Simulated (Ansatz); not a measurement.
`[Cl][SnH2][SeH]` + CH₃OH → `C[O][SnH2][SeH]` + HCl at 298.15 K and 1 bar (ligand exchange at the Sn–Cl bond).

Program: Ansatz. Geometries: PBE0-D4/def2-TZVP. ΔE: electronic, gas phase. CBS: MP2 limit from def2 TZ/QZ plus the TZ coupled-cluster correction, frozen cores. This one scheme is used for every species. def2 core potentials past Kr. For Se, Sn outer-core shells are correlated without core-valence functions, which leaves a few kJ/mol of doubt a bond. Scalar relativity is left out up to krypton. Each species was taken in one conformer, which may not be the lowest.

```
          species  CCSD(T)/CBS energy (Eh)  H − E (kJ/mol)  S (J/(mol·K))
`[Cl][SnH2][SeH]`              -3076.37402            78.6          348.1
            CH₃OH               -115.61712           146.3          238.2
`C[O][SnH2][SeH]`              -2731.58380           189.2          384.4
              HCl               -460.38127            26.6          186.8
```

H − E and S are ideal-gas, rigid-rotor, harmonic terms from PBE0-D4/def2-TZVP, for one conformer and one mirror image of each species. 1 Eh = 2625.50 kJ/mol, R = 8.31446 J/(mol·K).

Task: By hand: ΔE, ΔH, ΔS and ΔG.

Result: ΔE = (-2731.58380) + (-460.38127) − (-3076.37402) − (-115.61712) = 0.02607 Eh = 68.4 kJ/mol. Δ(H − E) = 189.2 + 26.6 − 78.6 − 146.3 = -9.1, so ΔH = 59.3 kJ/mol. ΔS = 384.4 + 186.8 − 348.1 − 238.2 = -15.1 J/(mol·K). ΔG = 59.3 − 298.15 × (-15.1)/1000 = 63.8 kJ/mol.

Task: By hand: the equilibrium constant, and the temperature at which ΔG would vanish if ΔH and ΔS stayed fixed.

Result: log₁₀ K = −ΔG/(RT ln 10) = -11.2. ΔH and −TΔS have one sign here, so there is no such temperature.

ΔH outweighs TΔS. A doubt of 5 kJ/mol in ΔE shifts log₁₀ K by 0.9 here. Other conformers and mirror images would add mixing entropy, several J/(mol·K) or more a flexible species. Modes under 60 cm⁻¹, often nearly free rotors, make the harmonic entropy too high. These are equilibria of isolated gas molecules and say nothing of rates. Largest T1 diagnostic: 0.012 (customary marks: 0.02 for closed shells, 0.045 for open ones).
